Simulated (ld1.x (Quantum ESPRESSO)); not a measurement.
**u(r) = r·R(r): atom against pseudo-atom (iron (Fe))**

Columns: radius, all-electron u(r) and pseudo u(r) of the 3p shell (level -64.04 eV) of iron in the configuration [Ne] 3s2 3p6 3d6 4s1.5 4p0; LDA (PZ), scalar-relativistic, TM scheme, ld1.x (Quantum ESPRESSO) 7.5.

```
r (bohr)  all-electron   pseudo
   0.125        0.6009  -0.0944
   0.250        0.2604  -0.3443
   0.375       -0.4138  -0.6627
   0.500       -0.9004  -0.9439
   0.625       -1.1246  -1.1108
   0.750       -1.1561  -1.1441
   0.875       -1.0781  -1.0746
   1.000       -0.9502  -0.9498
   1.125       -0.8086  -0.8086
   1.250       -0.6721  -0.6721
   1.375       -0.5496  -0.5496
   1.500       -0.4441  -0.4441
   1.625       -0.3559  -0.3559
   1.750       -0.2832  -0.2832
   1.875       -0.2242  -0.2242
   2.000       -0.1768  -0.1768
   2.125       -0.1389  -0.1389
   2.250       -0.1089  -0.1089
   2.375       -0.0852  -0.0852
   2.500       -0.0664  -0.0664
   2.625       -0.0518  -0.0518
   2.750       -0.0403  -0.0403
   2.875       -0.0313  -0.0313
   3.000       -0.0243  -0.0243
   3.125       -0.0188  -0.0188
   3.250       -0.0146  -0.0146
```

**Question.** How many radial nodes do the two functions have?

**Answer.** The all-electron 3p function has n − l − 1 = 1; the pseudo-wave has 0, since the states of the same l below it are removed with the core.

**Question.** At about which radius was the pseudo-wave matched?

**Answer.** 1.25 bohr. The columns agree to 0.0005 from 1.00 bohr on; several derivatives are matched, so the curves merge somewhat inside the radius.

**Question.** Is the pseudo-wave norm-conserving?

**Answer.** Yes: the TM scheme keeps the norm inside the radius equal to the all-electron one, which fixes the energy derivative of the logarithmic derivative at the level.
